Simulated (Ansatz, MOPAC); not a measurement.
System: SiBr2F, net charge 0, doublet state. SMILES: F[Si](Br)Br

Atoms: F1, Si2, Br3, Br4. Bonds: F1-Si2, Si2-Br3, Si2-Br4.

Bond lengths (Å) and angles (degrees) optimised at AM1 with MOPAC; PM7 with MOPAC; HF/STO-3G with Ansatz (a quantum-chemistry and plane-wave program); HF/3-21G with Ansatz, each started from the B3LYP-D3(BJ)/def2-TZVP structure (Ansatz) of the last column. A row stands for all coordinates that are equal there. No wavenumbers were computed at HF/STO-3G, so these may be saddle points.

```csv
coordinate,AM1,PM7,HF/STO-3G,HF/3-21G,B3LYP-D3(BJ)/def2-TZVP
F1-Si2,1.611,1.548,1.613,1.625,1.598
Si2-Br3,2.218,2.107,2.215,2.325,2.231
F1-Si2-Br3,115.7,118.3,106.2,108.1,107.7
Br3-Si2-Br4,114.5,123.5,110.5,112.5,111.5
```

Mean signed difference of all 3 bond lengths from B3LYP-D3(BJ)/def2-TZVP: AM1 -0.004 Å, PM7 -0.099 Å, HF/STO-3G -0.006 Å, HF/3-21G 0.071 Å.
